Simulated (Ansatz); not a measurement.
Consider the ligand exchange at the Si–O bond: `CO[SiH](O)O` + silanol → `CO[SiH](O)O[SiH3]` + H₂O.

Program: Ansatz. Geometries: PBE0-D4/def2-TZVP. ΔE: electronic, gas phase. CCSD(T)/CBS is the MP2 limit (def2-TZVPP, def2-QZVPP) plus CCSD(T) − MP2 in def2-TZVPP, frozen cores. This one scheme is used for every species. DFT in def2-TZVPP. B3LYP here is the variant with VWN-RPA as its local correlation; programs differ in this. Each species was taken in one conformer, which may not be the lowest.

```tsv
level	ΔE (kcal/mol)
PBE-D4	-3.6
B3LYP-D4	-5.0
ωB97X-V	-4.1
r2SCAN	-3.5
MP2/def2-TZVPP	-4.6
HF/CBS(def2)	-5.2
MP2/CBS(def2)	-5.1
CCSD/CBS(def2)	-5.3
```

Problem. What does CCSD(T)/CBS give? (Best estimate.)

Solution. Ansatz gave: -5.2 kcal/mol. The listed levels differ from it by 1.6, 0.2, 1.1, 1.7, 0.6, 0.0, 0.1, -0.1 kcal/mol.

Largest T1 diagnostic among the species: 0.011.

The D4 term adds −1.9 kcal/mol with B3LYP and −1.2 kcal/mol with PBE0; it sums over pairs of atoms, weighted by their polarisabilities, and B3LYP, whose exchange is more repulsive, gets the larger term. From PBE to PBE0 (25 % exact exchange), in def2-TZVPP and without D4, ΔE moves by −0.8 kcal/mol.
